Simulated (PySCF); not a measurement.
CH8Ge2. Atoms are numbered in the order given.

```xyz
11

Ge     1.6537     0.0000    -0.1033
C      0.0000     0.0000     0.9580
Ge    -1.6537     0.0000    -0.1033
H      2.8867     0.0000     0.8214
H      1.7049    -1.2516    -0.9995
H      1.7049     1.2516    -0.9995
H      0.0000     0.8886     1.6102
H      0.0000    -0.8886     1.6102
H     -1.7049    -1.2516    -0.9995
H     -1.7049     1.2516    -0.9995
H     -2.8867     0.0000     0.8214
```
Charge 0, spin multiplicity 1.

The structure is a stationary point at TPSSh-D3(BJ)/def2-SVP.

Level of theory: PBE0/pcSseg-1 in PySCF.

GIAO shieldings, no solvent; atoms alike by connectivity are averaged. δ = σ(ref) − σ: ⁷³Ge against GeH4 (σ = 1658.3 ppm); ¹³C against TMS (σ = 186.3 ppm); ¹H against TMS (σ = 31.56 ppm), references at their B3LYP-D3(BJ)/def2-TZVP geometries, non-relativistic.

```csv
nucleus,atoms,count,δ (ppm)
⁷³Ge,"Ge1, Ge3",2,117.1
¹³C,C2,1,-11.2
¹H,"H4, H5, H6, H9, H10, H11",6,4.24
¹H,"H7, H8",2,0.30
```
